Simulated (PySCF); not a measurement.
Computed with PySCF 2.14.0 with PBE-D3(BJ)/def2-TZVP // CAM-B3LYP-D3(BJ)/def2-TZVP. Gas-phase values, no solvent. One relaxed conformer stands for a flexible species; it need not be the lowest. Delta-SCF ions had no search for a lower state. Excitations are Tamm–Dancoff values on a coarser integration grid. The basis has no diffuse functions, so Rydberg states are missing or too high.

Reference species (SMILES): `C=C(B)C(C)=C` (neutral, multiplicity 1).

```yaml
vertical ionisation energy (Delta-SCF): 8.88 eV
brightest of the four lowest singlets (TDA): 5.67 eV
HOMO: -6.04 eV
T1 excitation (TDA): 2.71 eV
```

Changed species: `B/C(C)=C/C=C`.

Task: Predict the effect on the vertical ionisation energy (Delta-SCF), brightest of the four lowest singlets (TDA), HOMO and T1 excitation (TDA).

Result: the vertical ionisation energy (Delta-SCF) goes up by 0.04 eV, to 8.92 eV; the brightest of the four lowest singlets (TDA) drops by 0.95 eV, to 4.72 eV; the HOMO decreases by 0.17 eV, to -6.21 eV; the T1 excitation (TDA) falls by 0.19 eV, to 2.52 eV.
